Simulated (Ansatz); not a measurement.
```csv
atom,x (Å),y (Å),z (Å)
Sc,0.0000,0.0000,-0.4158
O,0.0000,0.0000,1.0915
```

Basis set: def2-TZVP (spherical functions). Correlated methods keep 6 orbitals frozen. Charge 0, multiplicity 2.

Computed with Ansatz (development build ahead of 0.2.0); each method stands on the lowest determinant of its kind that the runs found.

The atomization energy at this shape (free ground-state atoms in the same class of orbitals less the molecule, no zero-point energy) of doublet ScO:

```csv
method,atomization energy
UHF,233.9 kJ/mol
```

Question: What does UHF-MP2 give?

Answer: 649.8 kJ/mol. Caution: the shape is not the minimum.
